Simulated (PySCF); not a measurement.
# Shifts of the heteroatoms

Atoms are numbered as in `[CH2:1]=[CH:2][C@@H:3]1[CH2:4][Si@H:5]1[N:6]([SiH3:7])[SiH3:8]`. Each H is labelled by its parent atom. Ha(C4) is cis to C2 on the ring; Ha(C1) is cis to C3; Hb(C4) is trans to C2 on the ring; Hb(C1) is trans to C3.

All values are calculated (PySCF): shielding tensors at PBE0/pcSseg-1 (GIAO), geometry: PBE0-D3(BJ)/def2-SVP. No solvent model, one conformer, fast rotation and ring inversion assumed for equivalent nuclei, relativity neglected.

**Question.** What are the $^{29}$Si shifts?

**Answer.** 
```csv
atoms,environment,σ (ppm),δ (ppm)
Si7/Si8,"silicon bonded to N, 3 H",396.3,-50.5
Si5,"silicon bonded to 2 C, N, H, in a 3-membered ring",426.2,-75.4
```

Shieldings were converted by a linear fit to measured shifts: $^{29}$Si: δ = 279.39 − 0.832σ (rms 9.7 ppm, 87 shifts, 23.4 ppm with the 5 outliers that the fit left out vs TMS, solution or neat liquid). Occasional misses reach two or three times the rms, and more in compound classes unlike the fitted ones.

On a 300 MHz spectrometer $^{29}$Si resonates near 59.6 MHz, so 1 ppm is 59.6 Hz.

**Question.** What are the $^{15}$N shifts?

**Answer.** 
```json
{"atoms": "N6", "environment": "nitrogen bonded to 3 Si", "σ (ppm)": "282.3", "δ (ppm)": "-408.9"}
```

Shieldings were converted by a linear fit to measured shifts: $^{15}$N (scatter 7.2 ppm rms vs CH3NO2, solution or neat liquid). Occasional misses reach two or three times the rms, and more in compound classes unlike the fitted ones.

On a 600 MHz spectrometer $^{15}$N resonates near 60.8 MHz, so 1 ppm is 60.8 Hz.
